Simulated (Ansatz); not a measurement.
Reaction (SMILES): [BH] (BH) (closed-shell singlet) → B atom + H atom
B3LYP-D3(BJ)/def2-TZVP geometries, fixed; electronic energies without zero-point terms.

Core correlation in the atomisation energy at MP2 with Ansatz (a first-principles code), in kcal/mol: frozen core against all electrons. Core-valence sets carry the plain set on hydrogen. A restricted Hartree-Fock determinant is unstable towards unrestricted orbitals. Open shells are unrestricted.

| basis | functions, most | frozen core |
|---|---|---|
| cc-pVDZ | 19 | 75.38 |
| cc-pCVDZ | 23 | 75.47 |
| cc-pVTZ | 44 | 80.00 |
| cc-pCVTZ | 57 | 79.99 |
| cc-pwCVTZ | 57 | 80.08 |
| cc-pVQZ | 85 | 81.27 |
| cc-pCVQZ | 114 | 81.26 |
| cc-pwCVQZ | 114 | 81.28 |

How large is the core term in each set?

The largest core-valence set, cc-pwCVQZ, gives a core term of 0.13 kcal/mol; the valence set cc-pVQZ, which lacks functions for the core, gives 0.67. By row: cc-pVDZ 0.14, cc-pCVDZ 0.07, cc-pVTZ 1.15, cc-pCVTZ 0.10, cc-pwCVTZ 0.12, cc-pVQZ 0.67, cc-pCVQZ 0.12, cc-pwCVQZ 0.13.
